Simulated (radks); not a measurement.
Cu, 29 electrons, occupied as [Ar] 3d10 4s(up 1, down 0).

Calculated with a radial shooting solver on a logarithmic mesh with Libxc functionals: scalar-relativistic Kohn-Sham, SCAN, spin-polarised, spherical densities, finite nucleus; meta-GGA in the generalised Kohn-Sham scheme; Fermi nuclear charge, rms radius 3.8823 fm.

Energy parts (Ry):
part                       energy
total                 -3310.54263
kinetic                3359.85761
electron-nucleus      -7971.81684
Hartree                1437.36462
exchange-correlation   -135.94802

Orbitals (lengths in bohr, moments of r in powers of bohr; r(90%) holds 90 % of the orbital's charge):
orbital  occ.  eigenvalue (Ry)  r(90%)      <r>       <r^4>   <1/r>
1s up       1        -652.5751  0.0932  0.05214  0.00003448   29.15
1s down     1        -652.5723  0.0932  0.05214  0.00003448   29.15
2s up       1        -78.89018   0.363   0.2348    0.007373   6.346
2s down     1        -78.89855   0.364   0.2348    0.007375   6.345
2p up       3        -67.94542   0.337   0.2063    0.005526   6.212
2p down     3        -67.95052   0.337   0.2064    0.005528   6.211
3s up       1         -8.72067    1.07   0.7112      0.5603   1.996
3s down     1         -8.73243    1.07   0.7109      0.5567   1.996
3p up       3         -5.46848    1.16   0.7496      0.7954   1.839
3p down     3         -5.47860    1.16   0.7483      0.7806   1.841
3d up       5         -0.37600    1.96    1.066       10.36   1.354
3d down     5         -0.36337    1.84    1.020       7.895   1.385
4s up       1         -0.38816    4.42    2.846       162.5  0.4555

The highest occupied level is 3d down at -4.944 eV. Summed over all electrons, <r^2> = 30.67 bohr^2, which gives a Langevin (diamagnetic) susceptibility term of -24.3 x 10^-6 cm^3/mol. Spin moment in Bohr magnetons: 1.

Empty levels of this run are not shown, since the potential may be unsettled where no density lies.
